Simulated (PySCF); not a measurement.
C₃H₅, doublet, at a GFN2-xTB geometry. Base run: M06/3-21G (PySCF).

PySCF was given this input:
```python
from pyscf import gto, scf, dft

mol = gto.Mole()
mol.atom = '''
    C     1.325170    0.179964   -0.009489
    C     0.060959    0.441362   -0.016029
    H     2.256522    0.693605   -0.030098
    H    -0.311249    1.475660   -0.052421
    C    -1.045896   -0.572802    0.022998
    H    -0.642507   -1.580553    0.058364
    H    -1.670082   -0.408215    0.900581
    H    -1.674084   -0.471648   -0.861307
'''
mol.basis = '3-21g'
mol.charge = 0
mol.spin = 1
mol.verbose = 5
mol.build()

mf = dft.UKS(mol)
mf.xc = 'm06'
mf.kernel()
mf.analyze()
```

Variants of this job, named by their change:

```json
[
 {"change": "base", "ΔE vs base (µEh)": "0.0", "grid points": "91400", "electrons on the grid": "23.00000"},
 {"change": "grids.atom_grid = (30, 110)", "ΔE vs base (µEh)": "7806", "grid points": "19704", "electrons on the grid": "22.99902"},
 {"change": "grids.radi_method = mura_knowles", "ΔE vs base (µEh)": "2.0", "grid points": "87080", "electrons on the grid": "23.00000"},
 {"change": "grids.level = 7", "ΔE vs base (µEh)": "3.3", "grid points": "510336", "electrons on the grid": "23.00000"},
 {"change": "grids.prune = off", "ΔE vs base (µEh)": "0.5", "grid points": "143456", "electrons on the grid": "23.00000"},
 {"change": "grids.atom_grid = (50, 194)", "ΔE vs base (µEh)": "206", "grid points": "52904", "electrons on the grid": "23.00005"},
 {"change": "grids.level = 1", "ΔE vs base (µEh)": "33.6", "grid points": "27904", "electrons on the grid": "23.00004"},
 {"change": "grids.radi_method = delley", "ΔE vs base (µEh)": "9.2", "grid points": "98384", "electrons on the grid": "23.00000"},
 {"change": "grids.prune = dft.gen_grid.sg1_prune", "ΔE vs base (µEh)": "-13.1", "grid points": "40536", "electrons on the grid": "23.00003"},
 {"change": "grids.becke_scheme = stratmann", "ΔE vs base (µEh)": "6.2", "grid points": "91400", "electrons on the grid": "23.00000"},
 {"change": "grids.level = 5", "ΔE vs base (µEh)": "3.4", "grid points": "246640", "electrons on the grid": "23.00000"}
]
```

Open shells are given as the SCF converged; they aren't shown to be the lowest states, and a large step between rows can be another state.
